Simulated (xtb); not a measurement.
Harmonic IR lines of one isomer of C₉H₉NSSi, unscaled. Method: xtb with GFN2-xTB.

```json
[
 {"wavenumber (cm⁻¹)": "246", "relative intensity": "7.1"},
 {"wavenumber (cm⁻¹)": "565", "relative intensity": "17"},
 {"wavenumber (cm⁻¹)": "617", "relative intensity": "5.4"},
 {"wavenumber (cm⁻¹)": "776", "relative intensity": "48"},
 {"wavenumber (cm⁻¹)": "792", "relative intensity": "91"},
 {"wavenumber (cm⁻¹)": "840", "relative intensity": "9.0"},
 {"wavenumber (cm⁻¹)": "876", "relative intensity": "3.8"},
 {"wavenumber (cm⁻¹)": "973", "relative intensity": "4.0"},
 {"wavenumber (cm⁻¹)": "1110", "relative intensity": "7.5"},
 {"wavenumber (cm⁻¹)": "1211", "relative intensity": "6.8"},
 {"wavenumber (cm⁻¹)": "1228", "relative intensity": "3.4"},
 {"wavenumber (cm⁻¹)": "1326", "relative intensity": "3.5"},
 {"wavenumber (cm⁻¹)": "1388", "relative intensity": "5.2"},
 {"wavenumber (cm⁻¹)": "1483", "relative intensity": "7.8"},
 {"wavenumber (cm⁻¹)": "1546", "relative intensity": "4.9"},
 {"wavenumber (cm⁻¹)": "1564", "relative intensity": "15"},
 {"wavenumber (cm⁻¹)": "2244", "relative intensity": "100"},
 {"wavenumber (cm⁻¹)": "2282", "relative intensity": "43"},
 {"wavenumber (cm⁻¹)": "2431", "relative intensity": "15"},
 {"wavenumber (cm⁻¹)": "3048", "relative intensity": "6.4"},
 {"wavenumber (cm⁻¹)": "3064", "relative intensity": "5.7"},
 {"wavenumber (cm⁻¹)": "3092", "relative intensity": "11"}
]
```

Say which structure gives these lines.
A) `[SiH3]c1cc(S)cc2cccnc12`
B) `[SiH3]c1cc(S)cc2ncccc12`
C) `[SiH3]c1cc2ccccc2nc1S`
D) `[SiH3]c1ccc(S)c2cccnc12`

B, `[SiH3]c1cc(S)cc2ncccc12`
